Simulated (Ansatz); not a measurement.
Species: WBr, charge 0, multiplicity 6. The spin state was set by rule; other spins were not relaxed. 
Structure (B3LYP-D3(BJ)/def2-TZVP (Ansatz, a quantum-chemistry and plane-wave program) minimum search):
```xyz
2

W      0.0000     0.0000    -0.7855
Br     0.0000     0.0000     1.6608
```
Charge 0, spin multiplicity 6.

Basis-set convergence of Hartree-Fock and MP2 correlation energies (hartree) with Ansatz. Valence correlation only, unless marked. Open shells are spin-unrestricted. Spin-orbit coupling is left out. The frozen core is the preceding noble-gas configuration, with the filled d and f shells of earlier blocks. Past Kr the def2 sets carry scalar-relativistic core potentials.

| basis | functions | E(HF) | E(corr, MP2) |
|---|---|---|---|
| def2-SVPD | 76 | -2638.52503 | -0.19081 |
| def2-TZVPPD | 116 | -2638.84865 | -0.25028 |
| def2-QZVPPD | 182 | -2638.89896 | -0.27299 |

Extrapolating the two largest sets (X = 3 and 4) as X^-3: E(corr) = (64·(-0.27299) - 27·(-0.25028))/37 = -0.2896 Eh, an estimate of the basis-set limit. The largest set recovers 94.3 % of it, the smallest 65.9 %.
